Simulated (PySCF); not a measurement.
imidazole (C3H4N2), singlet, at a GFN2-xTB geometry; B3LYP-D3BJ/6-31G* in PySCF.

Here is a job for PySCF.
```python
from pyscf import gto, scf, dft

mol = gto.Mole()
mol.atom = '''
    C    -0.879269   -0.763397    0.048585
    C    -0.962022    0.564327   -0.254218
    N     0.318058    1.038099   -0.184916
    C     1.103340   -0.013495    0.152381
    N     0.411577   -1.105822    0.298599
    H    -1.662052   -1.492458    0.102696
    H    -1.792416    1.191529   -0.504419
    H     0.610086    1.986625   -0.353685
    H     2.164639    0.063751    0.279140
'''
mol.basis = '6-31g*'
mol.charge = 0
mol.spin = 0
mol.verbose = 4
mol.build()

mf = dft.RKS(mol)
mf.xc = 'b3lyp'
mf.disp = 'd3bj'
mf.kernel()
```

It wrote (shortened):

```
PySCF version 2.14.0

[INPUT] verbose = 4
[INPUT] num. atoms = 9
[INPUT] num. electrons = 36
[INPUT] charge = 0
[INPUT] spin (= nelec alpha-beta = 2S) = 0
[INPUT] symmetry False subgroup None
[INPUT] Mole.unit = angstrom
[INPUT] Symbol           X                Y                Z      unit          X                Y                Z       unit  Magmom
[INPUT]  1 C     -0.879269000000  -0.763397000000   0.048585000000 AA   -1.661577599820  -1.442611254315   0.091812343762 Bohr   0.0
[INPUT]  2 C     -0.962022000000   0.564327000000  -0.254218000000 AA   -1.817958105806   1.066423474697  -0.480402395935 Bohr   0.0
[INPUT]  3 N      0.318058000000   1.038099000000  -0.184916000000 AA    0.601042511727   1.961722800185  -0.349440596050 Bohr   0.0
[INPUT]  4 C      1.103340000000  -0.013495000000   0.152381000000 AA    2.085010422278  -0.025501854051   0.287958356587 Bohr   0.0
[INPUT]  5 N      0.411577000000  -1.105822000000   0.298599000000 AA    0.777767809170  -2.089700722519   0.564270331069 Bohr   0.0
[INPUT]  6 H     -1.662052000000  -1.492458000000   0.102696000000 AA   -3.140823084786  -2.820336872416   0.194067314088 Bohr   0.0
[INPUT]  7 H     -1.792416000000   1.191529000000  -0.504419000000 AA   -3.387175341288   2.251663479477  -0.953213762027 Bohr   0.0
[INPUT]  8 H      0.610086000000   1.986625000000  -0.353685000000 AA    1.152895452431   3.754177162214  -0.668367784367 Bohr   0.0
[INPUT]  9 H      2.164639000000   0.063751000000   0.279140000000 AA    4.090574868552   0.120471930167   0.527498150411 Bohr   0.0

nuclear repulsion = 164.570617638101
number of shells = 38
number of NR pGTOs = 151
number of NR cGTOs = 78
basis = 6-31g*
ecp = {}

******** <class 'pyscf.dft.rks.RKS'> ********
method = RKS
initial guess = minao
damping factor = 0
level_shift factor = 0
DIIS = <class 'pyscf.scf.diis.CDIIS'>
diis_start_cycle = 1
diis_space = 8
diis_damp = 0
SCF conv_tol = 1e-09
SCF conv_tol_grad = None
SCF max_cycles = 50
direct_scf = True
direct_scf_tol = 1e-13
XC library pyscf.dft.libxc version 7.1.2
    S. Lehtola, C. Steigemann, M. J. T. Oliveira, and M. A. L. Marques,  SoftwareX 7, 1–5 (2018)
XC functionals = b3lyp
    P. J. Stephens, F. J. Devlin, C. F. Chabalowski, and M. J. Frisch,  J. Phys. Chem. 98, 11623 (1994)
radial grids:
    Treutler-Ahlrichs [JCP 102, 346 (1995); DOI:10.1063/1.469408] (M4) radial grids

becke partition: Becke, JCP 88, 2547 (1988); DOI:10.1063/1.454033
pruning grids: <function nwchem_prune>
grids dens level: 3
symmetrized grids: False
atomic radii adjust function: <function treutler_atomic_radii_adjust>
small_rho_cutoff = 0
Set gradient conv threshold to 3.16228e-05
Initial guess from minao.
tot grids = 109392
Calc dispersion correction with DFTD3.
Parameters: xc=b3lyp, version=d3bj, atm=False
init E= -227.200757302016
  HOMO = -0.259961699853386  LUMO = -0.0326779532227546  gap/eV = 6.18471
cycle= 1 E= -226.167859492535  delta_E= 1.03  |g|= 0.427  |ddm|= 3.17
  HOMO = -0.139521097268029  LUMO = 0.0478127790980527  gap/eV = 5.09761
cycle= 2 E= -226.081123804427  delta_E= 0.0867  |g|= 0.743  |ddm|= 1.38
  HOMO = -0.210597851978045  LUMO = 0.0506728090012296  gap/eV = 7.10954
cycle= 3 E= -226.216428833695  delta_E= -0.135  |g|= 0.119  |ddm|= 0.891
  HOMO = -0.227213691382389  LUMO = 0.0340556433524331  gap/eV = 7.10950
cycle= 4 E= -226.219368102739  delta_E= -0.00294  |g|= 0.0374  |ddm|= 0.123
  HOMO = -0.224777312662483  LUMO = 0.0372403934079082  gap/eV = 7.12986
cycle= 5 E= -226.219653288335  delta_E= -0.000285  |g|= 0.0132  |ddm|= 0.0421
  HOMO = -0.224131471980892  LUMO = 0.0377230352657976  gap/eV = 7.12542
cycle= 6 E= -226.219691383736  delta_E= -3.81e-05  |g|= 0.00394  |ddm|= 0.0141
  HOMO = -0.224313667357105  LUMO = 0.0375294298512148  gap/eV = 7.12511
cycle= 7 E= -226.219695002056  delta_E= -3.62e-06  |g|= 0.000624  |ddm|= 0.00374
  HOMO = -0.224342646409152  LUMO = 0.0375373555193903  gap/eV = 7.12612
cycle= 8 E= -226.21969508893  delta_E= -8.69e-08  |g|= 0.000213  |ddm|= 0.000689
  HOMO = -0.224331775154194  LUMO = 0.0375358496706686  gap/eV = 7.12578
cycle= 9 E= -226.219695099071  delta_E= -1.01e-08  |g|= 3.21e-05  |ddm|= 0.000204
  HOMO = -0.224331484684549  LUMO = 0.0375367892288829  gap/eV = 7.12580
cycle= 10 E= -226.219695099259  delta_E= -1.88e-10  |g|= 1.82e-05  |ddm|= 4.11e-05
  HOMO = -0.224330829366238  LUMO = 0.0375361176436075  gap/eV = 7.12576
Extra cycle  E= -226.219695099163  delta_E= 9.65e-11  |g|= 2.75e-05  |ddm|= 3.57e-05
converged SCF energy = -226.219695099163
```
